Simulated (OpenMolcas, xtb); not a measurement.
BGeH3Cl2 (SMILES Cl[B](Cl)[GeH3]): methods side by side

The species is BGeH3Cl2 (7 atoms), meant as a singlet with charge 0. SMILES: `Cl[B](Cl)[GeH3]`. Geometry: relaxed at PBE0-D4/def2-TZVP.

Quantity: the HOMO–LUMO gap, in eV. The values are calculated.

| level | kind | program | value (eV) | CPU time |
| --- | --- | --- | --- | --- |
| GFN1-xTB | semi-empirical | xtb | 3.63 | under 2 s |
| HF/cc-pVDZ | Hartree–Fock | OpenMolcas | 12.78 | 8.2 s |
| SVWN5/cc-pVDZ | LDA | OpenMolcas | 4.05 | 19 s |
| BLYP/cc-pVDZ | GGA | OpenMolcas | 4.18 | 29 s |
| M06-L/cc-pVDZ | meta-GGA | OpenMolcas | 4.67 | 34 s |
| r2SCAN/cc-pVDZ | meta-GGA | OpenMolcas | 4.66 | 32 s |
| B3LYP/cc-pVDZ | global hybrid | OpenMolcas | 5.88 | 24 s |
| B2PLYP/cc-pVDZ | double hybrid | OpenMolcas | 8.72 | 17 s |

All-electron rows without a relativistic Hamiltonian named are non-relativistic. The values span 3.63 to 12.78 eV. Orbital gaps aren't excitation energies, and those of double hybrids come from the SCF part alone; they tend to grow with the share of exact exchange. CPU times are rough (shared hosts, several kinds of processor and program).
